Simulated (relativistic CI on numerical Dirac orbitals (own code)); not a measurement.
## Charge states of tellurium

These numbers are calculated, not measured: Dirac-Coulomb-Breit CI, orbitals from a KLI potential per configuration, model QED (radiative potential, 1s self-energy scaled to tabulated hydrogen-like ionisation energies), valence Slater integrals scaled by 0.9 (own radial code, finite nucleus).

Each species is treated in one configuration, given outside its closed core. Radial values are for the open shell of highest l, unscaled and averaged over j; ζ includes the Breit term. Labels give the leading LS character, summed over repeated terms.

```csv
Ion,Configuration,Its lowest level,LS weight (%),⟨r⟩ (bohr),⟨r²⟩ (bohr²),g_J,g√(J(J+1)),Next level,E (cm⁻¹)
Te²⁴⁺,3d¹⁰,¹S0,100,,,,0.00,,
Te²⁵⁺,3d⁹,²D5/2,100,0.2835,0.09422,1.196,3.54,²D3/2,89166
Te²⁶⁺,3d⁸,³F4,94,0.2799,0.09165,1.232,5.51,¹D2,43850
Te²⁷⁺,3d⁷,⁴F9/2,77,0.2763,0.08919,1.274,6.34,J = 3/2 (mixed),61540
Te²⁸⁺,3d⁶,⁵D4,65,0.2729,0.08685,1.387,6.20,J = 2 (mixed),36296
Te²⁹⁺,3d⁵,?,?,?,?,?,?,?,?
Te³⁰⁺,3d⁴,J = 0 (mixed),48,0.2663,0.08247,,0.00,⁵D1,61786
Te³¹⁺,3d³,⁴F3/2,69,0.2632,0.08043,0.563,1.09,⁴F5/2,70232
Te³²⁺,3d²,³F2,83,0.2601,0.07847,0.725,1.78,³F3,94895
Te³³⁺,3d,²D3/2,100,0.2571,0.07659,0.794,1.54,²D5/2,112580
Te³⁴⁺,3s²3p⁶,¹S0,100,,,,0.00,,
Te³⁵⁺,3s²3p⁵,²P°3/2,100,0.2843,0.09327,1.328,2.57,²P°1/2,526440
Te³⁶⁺,3s²3p⁴,³P2,72,0.2822,0.09189,1.357,3.32,¹S0,95976
Te³⁷⁺,3s²3p³,J = 3/2 (mixed),44,0.2801,0.09056,1.408,2.73,⁴S°3/2,477680
Te³⁸⁺,3s²3p²,³P0,74,0.2781,0.08926,,0.00,³P1,496780
Te³⁹⁺,3s²3p,²P°1/2,100,0.2761,0.08799,0.658,0.57,²P°3/2,563910
Te⁴⁰⁺,3s²,¹S0,100,,,,0.00,,
Te⁴¹⁺,3s,²S1/2,100,0.2819,0.09048,1.994,1.73,,
Te⁴²⁺,2s²2p⁶,¹S0,100,,,,0.00,,
Te⁴³⁺,2s²2p⁵,²P°3/2,100,0.1012,0.01244,1.317,2.55,²P°1/2,2.2859e+06
Te⁴⁴⁺,2s²2p⁴,³P2,70,0.1003,0.01221,1.336,3.27,¹S0,284360
Te⁴⁵⁺,2s²2p³,J = 3/2 (mixed),46,0.09948,0.012,1.363,2.64,⁴S°3/2,2.1882e+06
Te⁴⁶⁺,2s²2p²,³P0,71,0.09866,0.01179,,0.00,³P1,2.2612e+06
Te⁴⁷⁺,2s²2p,²P°1/2,100,0.09786,0.01159,0.643,0.56,²P°3/2,2.4738e+06
```

Task: Fill in the row of Te²⁹⁺.

Result: Its lowest level ⁶S5/2; LS weight (%) 62; ⟨r⟩ (bohr) 0.2695; ⟨r²⟩ (bohr²) 0.08461; g_J 1.787; g√(J(J+1)) 5.29; Next level J = 5/2 (mixed); E (cm⁻¹) 82687.
